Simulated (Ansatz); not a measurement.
TaO3H, relaxed as a singlet with RKS r2SCAN-D4/def2-TZVP in Ansatz, starting from the GFN2-xTB geometry. Force threshold 0.02 eV/Å.

In the def2 sets Ta takes a core potential; there is no spin–orbit coupling. The structure holds one bond between oxygen atoms, so isomers without such links may lie far lower. The restricted singlet is unstable towards broken spin symmetry in Hartree–Fock (as tested in another run); at r2SCAN-D4/def2-TZVP this wasn't settled. The relaxation made no stability test and no search for a lower SCF solution. No other spin state of charge 0 was run. Another isomer (singlet) lies 3.05 eV lower at PBE0-D4/def2-TZVP; other spin states weren't run for this one.

Start:

```xyz
5

Ta    1.6597    0.3890   -1.3675
O    -0.9058   -0.2231   -0.0999
O    -0.2145   -0.2941   -1.2548
O     0.0118    0.1432    0.9765
H    -0.5512   -0.0150    1.7458
```

```csv
step,energy (eV),largest force component (eV/Å),SCF passes
1,-7699.9432,2.924,66
2,-7700.2748,2.344,49
3,-7700.7575,1.896,50
4,-7701.5163,2.915,40
5,-7703.0051,3.269,39
6,-7704.2231,1.738,40
7,-7704.6642,1.951,38
8,-7704.9953,0.752,34
9,-7705.0427,0.733,30
10,-7705.0905,0.343,31
11,-7705.0926,0.380,35
12,-7705.1294,0.158,39
13,-7705.1328,0.057,25
14 (rejected),-7705.1289,0.536,32
15,-7705.1335,0.111,24
16,-7705.1338,0.013,26
```

Force components are those of the run's own axes.

End:

Cartesian coordinates in Å:
```
Ta 1.263 0.121 -0.691
O -1.580 -0.181 0.618
O 0.450 -0.164 -2.143
O -0.176 0.044 0.637
H 0.044 0.180 1.580
```

Bonds lost: O2–O3 (atoms count from 1).

No frequencies were taken in this run, so the end may be a saddle point.

It took 29 s on 4 threads of Intel Xeon Platinum 8375C on a shared host.
